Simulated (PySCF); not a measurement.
How the numbers were obtained: GIAO PBE0/pcSseg-1 shieldings, GFN2-xTB geometry, in PySCF (fast rotation and ring inversion assumed for equivalent nuclei, one computed conformer, no solvent model, non-relativistic).

Shifts are taken against calculated references (same method and geometry level): ¹H (31.72 ppm), ¹³C (186.93 ppm) vs TMS. Shifts are as computed. Against solution values, carbons near 30 ppm lie about +3 ppm off and those near 130 ppm about +5 ppm; carbons on Cl a further +6 ppm. Of 1211 compounds with measured shifts, 218 miss one by over three times the rms of a fit or turn the order of signals round; such compounds aren't used in these exercises. Carbons bonded to Cl come out too deshielded. OH and NH positions are gas-phase values without hydrogen bonding to other molecules.

**Question.** Order these molecules by the shift of their most deshielded carbon, lowest δ first.
A. C#CC(=C)OC(F)(F)F
B. C[SiH2]C#CCCl
C. Fc1ccc(C(F)F)o1
D. CC(C)(C)NN[SiH3]
E. CCOC1=C(F)N(C)CC1

**Answer.** D (57.1 ppm, fully substituted sp3 carbon bonded to N), B (110.3 ppm, alkyne carbon), A (144.1 ppm, alkene carbon bearing oxygen), E (151.2 ppm, alkene carbon bearing nitrogen), C (167.5 ppm, aromatic carbon bearing fluorine).

**Question.** Order these molecules by the shift of their most deshielded carbon-bound hydrogen, lowest δ first.
A. Fc1ccc(C(F)F)o1
B. C#CC(=C)OC(F)(F)F
C. CCOC1=C(F)N(C)CC1
D. CC(C)(C)NN[SiH3]

**Answer.** D (1.07 ppm, hydrogen on a methyl carbon), C (4.16 ppm, hydrogen on an sp3 CH2 bonded to O), B (5.66 ppm, hydrogen on a β carbon of an enol-ether or enamine type C=C), A (7.20 ppm, hydrogen on an aromatic CH).

**Question.** How many ¹³C and ¹H signals does each give (equivalence by symmetry and fast rotation, but not about amide C–N or C=N bonds)? `C#CC(=C)OC(F)(F)F`, `CC(C)(C)NN[SiH3]`, `Fc1ccc(C(F)F)o1`, `C[SiH2]C#CCCl`, `CCOC1=C(F)N(C)CC1`

**Answer.** C#CC(=C)OC(F)(F)F: 5 C, 3 H; CC(C)(C)NN[SiH3]: 2 C, 4 H; Fc1ccc(C(F)F)o1: 5 C, 3 H; C[SiH2]C#CCCl: 4 C, 3 H; CCOC1=C(F)N(C)CC1: 7 C, 5 H.
